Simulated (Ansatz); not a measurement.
Molecule: KI, charge -1, multiplicity 2. SMILES of the parent species: [K][I]
Geometry from a B3LYP-D3(BJ)/def2-TZVP (Ansatz, a program for electronic structure) optimisation:
```xyz
2

K      0.0000     0.0000    -2.4401
I      0.0000     0.0000     0.8747
```
Charge -1, spin multiplicity 2.

Parts of the frozen-core correlation energy in def2-SVP (Ansatz, hartree). Frozen orbitals: 18; correlated occupied orbitals by spin: 5 and 4; virtual: 27 and 28. Open shells are spin-unrestricted. No spin-orbit coupling. In def2 rows, elements after Kr have scalar-relativistic effective core potentials.

```json
[
 {"term": "reference (HF)", "value": "-895.84039"},
 {"term": "MP2 opposite-spin", "value": "-0.07236"},
 {"term": "MP2 same-spin", "value": "-0.02792"},
 {"term": "CCSD correlation", "value": "-0.10994"},
 {"term": "(T)", "value": "-0.00124"},
 {"term": "CCSDT minus CCSD(T)", "value": "-0.00016"},
 {"term": "T1 diagnostic", "value": "0.007"},
 {"term": "largest doubles amplitude", "value": "0.035"},
 {"term": "<S^2> of the reference", "value": "0.750"}
]
```
